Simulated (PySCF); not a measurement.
# Core-level binding energies of `CO/C=N\[SiH3]`

Compound: C2H7NOSi.
Z-matrix (Å and degrees, PBE0-D3(BJ)/def2-SVP geometry), rows numbered from 1:
```
C 
O   1  1.4097
C   2  1.3386  1  117.78
N   3  1.2502  2  129.21  1    -0.04
Si  4  1.7117  3  152.95  2     0.27
H   1  1.1020  2  111.31  3    60.78
H   1  1.1020  2  111.32  3   -60.39
H   1  1.0965  2  106.59  3  -179.81
H   3  1.1042  2  107.90  1   179.97
H   5  1.5036  4  116.61  3    -0.55
H   5  1.4934  4  108.11  3  -121.54
H   5  1.4934  4  108.08  3   120.44
```

Method used: PySCF, delta-SCF UKS SCAN, pcX-2 on the ionised atom, pcseg-1 elsewhere, spin-free X2C. Each binding energy is the total energy of the core-ionised species, with the hole localised on one atom, minus that of the ground state; both are solved self-consistently, so orbital relaxation is included.

List the computed XPS lines with their assignment.

```csv
atom(s),bonded to,level,binding energy (eV),2p1/2 (eV),above the level's lowest (eV),count
Si5,N and 3 H,Si 1s,1846.91,–,0.00,1
O2,2 C,O 1s,539.40,–,0.00,1
N4,C (double bond) and Si,N 1s,403.87,–,0.00,1
C3,"O, N (double bond) and H",C 1s,293.56,–,+0.85,1
C1,O and 3 H,C 1s,292.71,–,0.00,1
Si5,N and 3 H,Si 2p3/2,106.98,107.61,0.00,1
```

The listed C 1s values span 0.85 eV, from C1 (bonded to O and 3 H) to C3 (bonded to O, N (double bond) and H). Summing the Pauling electronegativity differences to the bonded atoms, each weighted by its formal bond order, gives -0.16 for the lowest site and +1.52 for the highest.

Which photon wavelength matches the Si 1s of Si5 threshold?

λ = hc/E = 12398.42 eV Å / 1846.91 eV = 6.713 Å.

The 2p values aren't plain energy differences: one relaxed spin-free 2p hole is combined with a matrix within the shell (ground-state 2p orbital-energy differences and spin–orbit coupling). 2p3/2, the mean of its two sublevels, lies a third of the splitting below the shell's mean and 2p1/2 two thirds above it; the statistical areas are 2:1. 2p1/2 minus 2p3/2 (ligand field included): Si 0.62 eV. One conformer (not necessarily the lowest) at the PBE0-D3(BJ)/def2-SVP geometry, without solvent, vibrations or thermal averaging.
